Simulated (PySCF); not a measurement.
C3H4BrF.

```xyz
9

F     -1.5258     1.0419     0.0000
C     -0.2059     0.7464     0.0000
Br     0.0845    -1.1677     0.0000
C      0.7036     1.6381     0.7653
C      0.7036     1.6381    -0.7653
H      1.5557     1.1958     1.2859
H      0.2281     2.4824     1.2725
H      1.5557     1.1958    -1.2859
H      0.2281     2.4824    -1.2725
```

Geometry: B3LYP-D3(BJ)/def2-SVP.

All values below come from PySCF with PBE/pcSseg-1. Non-relativistic, no solvent.

Q: Give the absolute GIAO shielding of each atom: isotropic value and principal components (ppm). (The exact figures need the calculation; the answer reports its results.)

A: 
```
atom  σ(iso)    σ11     σ22     σ33    span
----  ------  -----  ------  ------  ------
F1     299.3  193.6   265.2   439.0   245.3
C2      71.4   32.7    57.4   124.2    91.5
Br3   1869.7  967.6  1692.4  2949.1  1981.6
C4     158.7  118.6   165.6   192.0    73.5
C5     158.7  118.6   165.6   192.0    73.5
H6      30.0   24.4    28.5    36.9    12.5
H7      29.7   25.2    26.7    37.3    12.1
H8      30.0   24.4    28.5    36.9    12.5
H9      29.7   25.2    26.7    37.3    12.1
```
